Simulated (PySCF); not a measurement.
## How the method moves the HOMO and LUMO of `FBc1cccs1`

C₄H₄BFS.
SMILES with atom numbers: `[F:1][BH:2][c:3]1[cH:4][cH:5][cH:6][s:7]1` (hydrogens: H8 on B2; H9 on C4; H10 on C5; H11 on C6)

Basis pcSseg-1 throughout (PySCF), one geometry. Geometry: PBE0-D3(BJ)/def2-SVP, one conformer, isolated molecule.

How do the orbital energies, the gap and the dipole change with the method?

```csv
method,kind,HOMO (eV),LUMO (eV),gap (eV),μ (D),SCF cycles
BLYP,GGA,-6.22,-2.42,3.79,2.21,16
KT3,GGA,-6.40,-2.55,3.86,2.21,16
BP86,GGA,-6.54,-2.70,3.84,2.21,16
LDA,LDA,-6.66,-2.85,3.81,2.28,15
PBE0,global hybrid,-7.45,-1.81,5.64,2.22,14
BHandHLYP,global hybrid,-8.23,-0.83,7.40,2.24,13
CAM-B3LYP,range-separated hybrid,-8.62,-0.73,7.89,2.14,13
LC-wPBE,range-separated hybrid,-9.96,0.25,10.21,2.01,14
```

The HOMO spans 3.74 eV, from BLYP down to LC-wPBE, and the gap runs from 3.79 eV (BLYP) to 10.21 eV (LC-wPBE). Over the methods BLYP (0 %), KT3 (0 %), BP86 (0 %), LDA (0 %), PBE0 (25 %), BHandHLYP (50 %), a straight line through the gap against the share of exact exchange rises by 0.72 eV for each 10 % (correlation coefficient 1.000). The dipole ranges from 2.01 D (LC-wPBE) to 2.28 D (LDA). This basis has no diffuse functions.
